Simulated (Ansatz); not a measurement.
Li12F12⁺ (started as a model of: 2x3x4 LiF rock-salt block). The state is a doublet with charge 1. Geometry r2SCAN-D4/def2-SVP, that of the neutral singlet; atoms count from 1.

```xyz
24

Li    1.957   -0.259   -2.558
F     0.756    0.896   -1.803
Li   -0.487    1.857   -0.828
F    -1.747    2.851    0.144
F     3.112   -0.232   -1.209
Li    1.893    0.842   -0.270
F     0.711    1.920    0.658
Li   -0.651    2.765    1.539
Li    2.868   -1.484    0.027
F     1.782   -0.481    1.103
Li    0.496    0.537    1.958
F    -0.793    1.571    2.846
F     0.794   -1.571   -2.846
Li   -0.496   -0.537   -1.958
F    -1.781    0.481   -1.103
Li   -2.868    1.484   -0.027
Li    0.651   -2.765   -1.539
F    -0.711   -1.920   -0.658
Li   -1.893   -0.842    0.270
F    -3.112    0.232    1.209
F     1.747   -2.852   -0.144
Li    0.487   -1.857    0.828
F    -0.756   -0.896    1.803
Li   -1.957    0.259    2.557
```

Question: Estimate the Mulliken populations from the PBE0/def2-SVP orbitals of Ansatz.

Answer: 
| atom | charge (e) | spin (α − β) |
| --- | --- | --- |
| Li1 | 0.66 | -0.01 |
| F2 | -0.55 | 0.06 |
| Li3 | 0.57 | -0.01 |
| F4 | -0.50 | 0.14 |
| F5 | -0.52 | 0.11 |
| Li6 | 0.58 | -0.01 |
| F7 | -0.55 | 0.06 |
| Li8 | 0.66 | 0.00 |
| Li9 | 0.66 | 0.00 |
| F10 | -0.55 | 0.06 |
| Li11 | 0.58 | -0.01 |
| F12 | -0.52 | 0.11 |
| F13 | -0.52 | 0.11 |
| Li14 | 0.58 | -0.01 |
| F15 | -0.55 | 0.06 |
| Li16 | 0.66 | 0.00 |
| Li17 | 0.66 | 0.00 |
| F18 | -0.55 | 0.06 |
| Li19 | 0.58 | -0.01 |
| F20 | -0.52 | 0.11 |
| F21 | -0.50 | 0.14 |
| Li22 | 0.57 | -0.01 |
| F23 | -0.55 | 0.06 |
| Li24 | 0.66 | -0.01 |
Mulliken values depend strongly on the basis.

Question: Where does the spin sit?

Answer: Summed by element: Li -0.08, F 1.08, of 1 unpaired in all. Largest on single atoms: F21 0.14, F4 0.14, F13 0.11.
